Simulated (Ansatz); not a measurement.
Program: Ansatz. Geometries: PBE0-D4/def2-TZVP. ΔE: electronic, gas phase. CCSD(T)/CBS adds triple-zeta CCSD(T) − MP2 to the extrapolated MP2 energy (def2 sets, frozen cores). This one scheme is used for every species. DFT in def2-TZVPP. B3LYP here is the variant with VWN-RPA as its local correlation; programs differ in this.

Consider the silylene loss: `F[SiH]([SiH3])Cl` → `F[SiH2]Cl` + `[SiH2]`.

`F[SiH]([SiH3])Cl`:

Cartesian coordinates in Å:
```
F -0.350 -1.545 -1.603
Si 0.139 -0.107 -1.111
Si -0.298 0.142 1.173
Cl 2.162 0.009 -1.418
H -0.498 0.898 -1.993
H -1.759 0.031 1.427
H 0.178 1.484 1.597
H 0.427 -0.912 1.927
```

`F[SiH2]Cl`:

Z-matrix (Å, degrees):
```
Si
F 1 1.589
Cl 1 2.036 2 108.8
H 1 1.475 2 108.3 3 -118.2
H 1 1.475 2 108.3 3 118.2
```

`[SiH2]`:

Z-matrix (Å, degrees):
```
Si
H 1 1.525
H 1 1.525 2 91.2
```

CCSD(T)/CBS gives +229.9 kJ/mol.

(1) Another level gave +222.7 kJ/mol. Which?
A. B3LYP-D4/def2-TZVPP
B. MP2/def2-TZVPP
C. BHLYP/def2-TZVPP
D. ωB97X-V/def2-TZVPP

Largest T1 diagnostic among the species: 0.014.

Results:

(1) C. BHLYP 222.7, B3LYP-D4 229.6, MP2/def2-TZVPP 235.4, ωB97X-V 242.9 kJ/mol.

In def2-TZVPP, CCSD(T) changes the Hartree–Fock value by +18.6 kJ/mol (the triples alone add +5.3 kJ/mol) and MP2 by +32.1 kJ/mol. Leaving LDA and LC-ωPBE aside and taking each functional with its dispersion term where it has one, the values, not all of them listed here, spread over 32.5 kJ/mol, from BLYP-D4 to r2SCAN-D4. LDA lies +31.6 kJ/mol from PBE without D4. From PBE to PBE0 (25 % exact exchange), in def2-TZVPP and without D4, ΔE moves by +4.5 kJ/mol.
